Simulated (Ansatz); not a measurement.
A geometry relaxed with CAM-B3LYP-D3(BJ)/def2-SVP (Ansatz, a first-principles code), charge 0, multiplicity 1:

```xyz
10

In     1.8870     0.2029     0.0745
H     -2.9037    -0.6780     0.2982
H     -1.9402     1.3856    -1.8763
H      0.0086    -2.3657    -0.2783
Se     0.2243    -1.4169    -1.3787
H      2.5907    -0.7748     1.2916
Se    -0.1973     1.5419     1.2418
In    -1.7856     0.2676    -0.5895
H     -0.4040     0.5304     2.2866
H      2.5203     1.3070    -1.0699
```

### Question
Write the SMILES of this molecule.

### Answer
`[SeH+]1[InH2-][SeH+][InH2-]1`
